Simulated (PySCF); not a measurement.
The dipole of `[Si@@](OC=C)(O)([SiH3])C(F)F` from its density and from atomic charges.

Coordinates (GFN2-xTB, Å) and charges (e) from the PBE0/pcSseg-1 density (PySCF):

| atom | x | y | z | Mulliken | IAO | Hirshfeld | ESP-fitted |
| --- | --- | --- | --- | --- | --- | --- | --- |
| C1 | 3.254 | -0.306 | -0.158 | -0.2066 | -0.3735 | -0.1328 | -0.6029 |
| C2 | 2.108 | 0.234 | 0.214 | +0.0930 | +0.0632 | +0.0316 | +0.1226 |
| O3 | 0.942 | -0.452 | 0.178 | -0.5813 | -0.5836 | -0.1907 | -0.3005 |
| Si4 | -0.596 | 0.029 | 0.369 | +0.9525 | +1.2017 | +0.4000 | +0.4853 |
| O5 | -0.722 | 0.613 | 1.887 | -0.5491 | -0.7913 | -0.3073 | -0.6219 |
| Si6 | -1.371 | 1.463 | -1.259 | +0.1258 | +0.2197 | +0.2098 | +0.2096 |
| C7 | -1.486 | -1.692 | 0.357 | +0.2249 | +0.1529 | +0.0500 | +0.2638 |
| F8 | -1.944 | -2.016 | -0.885 | -0.3119 | -0.3064 | -0.1146 | -0.2375 |
| F9 | -2.607 | -1.615 | 1.142 | -0.3277 | -0.3167 | -0.1244 | -0.2321 |
| H10 | 4.169 | 0.252 | -0.106 | +0.1226 | +0.1623 | +0.0514 | +0.2169 |
| H11 | 3.302 | -1.318 | -0.518 | +0.1233 | +0.1614 | +0.0478 | +0.2372 |
| H12 | 2.035 | 1.248 | 0.587 | +0.1090 | +0.1395 | +0.0520 | +0.1492 |
| H13 | -1.552 | 0.681 | 2.352 | +0.2581 | +0.3808 | +0.1834 | +0.4204 |
| H14 | -1.777 | 0.762 | -2.477 | -0.0366 | -0.0812 | -0.0647 | -0.0571 |
| H15 | -2.523 | 2.240 | -0.783 | -0.0593 | -0.0923 | -0.0709 | -0.0694 |
| H16 | -0.334 | 2.438 | -1.628 | -0.0555 | -0.0892 | -0.0695 | -0.0734 |
| H17 | -0.905 | -2.550 | 0.719 | +0.1189 | +0.1528 | +0.0490 | +0.0897 |

Task: Compute μ = Σ q r for each scheme (1 e·Å = 4.803 D) and compare with the dipole of the full density.

Result: The full density gives (0.57, 1.43, 0.78) D, 1.72 D in size; dipole vectors point from the negative to the positive end.

```
    scheme    μx    μy     μz  size (D)  share of the full size (%)  angle to the full dipole (°)
  Mulliken  3.00  2.79  -0.02      4.10                         238                            36
       IAO  1.38  2.50   0.06      2.85                         166                            26
 Hirshfeld  0.43  1.20   0.34      1.31                          76                            12
ESP-fitted  0.57  1.46   0.77      1.74                         101                             1
```

Task: Which set comes closest?

Result: Length of the difference vector: ESP-fitted 0.03 D, Hirshfeld 0.51 D, IAO 1.52 D, Mulliken 2.89 D. Closest: ESP-fitted. 

Task: What is left for the Hirshfeld atoms' own dipoles?

Result: The Hirshfeld atoms' densities add up to the full density, so μ = Σ q r + Σ (atomic dipoles). The atomic dipoles sum to (0.57, 1.43, 0.78) − (0.43, 1.20, 0.34) = (0.14, 0.23, 0.44) D, 0.51 D in size.

Task: With the origin at the mean of the coordinates, (0.000, 0.001, -0.001) Å, which are the largest single terms, by size, of the ESP-fitted dipole along the direction of the full one?

Result: O5 -3.34, F8 +3.10, H13 +2.24, C7 -2.20, C1 -2.19 D; all 17 atoms together +1.74 D. The single terms depend on the origin, their sum doesn't.

Task: Give the size of the full dipole in other units.

Result: 1.72 D = 0.677 au = 0.358 e·Å = 5.74 × 10⁻³⁰ C·m.

One conformer (not necessarily the lowest) at the GFN2-xTB geometry, without solvent, vibrations or thermal averaging.

The values belong to the conformer `[CH2:1]=[CH:2][O:3][Si@@:4]([OH:5])([SiH3:6])[CH:7]([F:8])[F:9]`: C1–C2–O3–Si4 -170°, C2–O3–Si4–O5 -62°, O3–Si4–C7–F8 -95°, H–O5–Si4–O3 -158°.
